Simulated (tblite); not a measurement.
C2H7BO2P (doublet state).
Bonds: C1–C2, C2–O3, O3–B4, B4–O5, B4–P6. Hydrogens: H7, H8, H9 on C1; H10, H11 on C2; H12 on O5; H13 on P6.

Computed with GFN2-xTB (tblite), gas phase: L-BFGS steps from a force-field or distance-geometry start until the largest atomic force falls under 0.01 eV/Å.

Step 8: E = -537.4942 eV
```
atom  x, y, z in Å  |  force x, y, z in eV/Å
C1     -2.1838    0.1865   -0.0085    0.141  -0.032   0.039
C2     -0.7452   -0.2695    0.2718   -0.097   0.253  -0.069
O3      0.2295    0.3426   -0.6034   -0.281  -0.363   0.620
B4      1.5281   -0.0413   -0.5601   -0.343  -0.159  -0.113
O5      1.8663   -1.3395   -0.4014    0.063   0.040   0.083
P6      2.8045    1.4180   -0.5366    0.086   0.095  -0.123
H7     -2.7741   -0.0410    0.8823    0.023  -0.043  -0.182
H8     -2.2283    1.2623   -0.1676    0.124  -0.066  -0.051
H9     -2.6341   -0.3143   -0.8685    0.238   0.072   0.128
H10    -0.4612    0.0982    1.2717   -0.149  -0.224  -0.024
H11    -0.7000   -1.3734    0.2759    0.235   0.384  -0.224
H12     2.7993   -1.5553   -0.3820   -0.070  -0.020  -0.021
H13     2.4946    1.6270    0.8087    0.031   0.064  -0.061
```

Step 9: E = -537.5219 eV
```
atom  x, y, z in Å  |  force x, y, z in eV/Å
C1     -2.1791    0.1852   -0.0093    0.095   0.031   0.028
C2     -0.7428   -0.2638    0.2832   -0.174   0.077   0.118
O3      0.2328    0.3662   -0.5651   -0.178  -0.406   0.457
B4      1.5251   -0.0363   -0.5784   -0.255  -0.052   0.053
O5      1.8692   -1.3299   -0.4118   -0.070  -0.083   0.099
P6      2.8065    1.4220   -0.5566    0.063   0.092  -0.126
H7     -2.7853   -0.0416    0.8707    0.051  -0.035  -0.173
H8     -2.2187    1.2590   -0.1742    0.092  -0.007  -0.027
H9     -2.6177   -0.3132   -0.8759    0.233   0.041   0.111
H10    -0.4747    0.0687    1.3025   -0.142  -0.135  -0.120
H11    -0.7021   -1.3675    0.2734    0.287   0.336  -0.270
H12     2.7956   -1.5667   -0.3654   -0.056   0.059  -0.084
H13     2.4869    1.6183    0.7893    0.053   0.081  -0.065
```

Step 10: E = -537.5474 eV
```
atom  x, y, z in Å  |  force x, y, z in eV/Å
C1     -2.1732    0.1851   -0.0095    0.006   0.096   0.008
C2     -0.7446   -0.2579    0.2958   -0.182  -0.133   0.262
O3      0.2328    0.3779   -0.5230   -0.004  -0.201   0.147
B4      1.5164   -0.0338   -0.5924   -0.070   0.051   0.207
O5      1.8698   -1.3229   -0.4188   -0.133  -0.196   0.112
P6      2.8095    1.4275   -0.5764   -0.039   0.019  -0.106
H7     -2.7938   -0.0429    0.8572    0.028  -0.026  -0.101
H8     -2.2085    1.2558   -0.1803    0.061   0.086  -0.007
H9     -2.5986   -0.3114   -0.8799    0.191  -0.017   0.018
H10    -0.4893    0.0408    1.3262   -0.130  -0.026  -0.050
H11    -0.6977   -1.3553    0.2655    0.265   0.119  -0.263
H12     2.7913   -1.5753   -0.3531   -0.076   0.130  -0.140
H13     2.4816    1.6128    0.7710    0.081   0.098  -0.086
```

**Question.** Estimate the geometry and energy of step 11. (The exact step hangs on the optimiser's Hessian estimate; all steps are aligned on step 10, rigid shifts and turns removed.)

**Answer.** E = -537.5615 eV, largest force 0.309 eV/Å
```
atom  x, y, z in Å  |  force x, y, z in eV/Å
C1     -2.1697    0.1867   -0.0094   -0.043   0.104  -0.014
C2     -0.7489   -0.2565    0.3062   -0.106  -0.189   0.220
O3      0.2321    0.3792   -0.4968    0.081   0.020  -0.033
B4      1.5096   -0.0328   -0.5956    0.062   0.026   0.274
O5      1.8676   -1.3222   -0.4201   -0.188  -0.172   0.108
P6      2.8105    1.4309   -0.5888   -0.115  -0.043  -0.088
H7     -2.7977   -0.0440    0.8480   -0.024  -0.015  -0.030
H8     -2.2019    1.2557   -0.1837    0.047   0.130   0.008
H9     -2.5846   -0.3107   -0.8812    0.148  -0.046  -0.060
H10    -0.4995    0.0256    1.3377   -0.115   0.030   0.087
H11    -0.6898   -1.3463    0.2560    0.199  -0.094  -0.215
H12     2.7872   -1.5772   -0.3496   -0.045   0.139  -0.160
H13     2.4805    1.6120    0.7597    0.099   0.110  -0.096
```

The energy changes by -0.0141 eV. The first-order estimate −F·Δx gives -0.0194 eV and the mean of the old and new forces, exact on a quadratic surface, -0.0141 eV. The step makes an angle of 59° with the force vector and moves no atom by more than 0.026 Å.

What follows is the cost of the whole relaxation. Hardware: one thread of an Arm Neoverse V1, no GPU, shared host with 32 logical CPUs at a one-minute load of 13. Cost: 0.39 s.
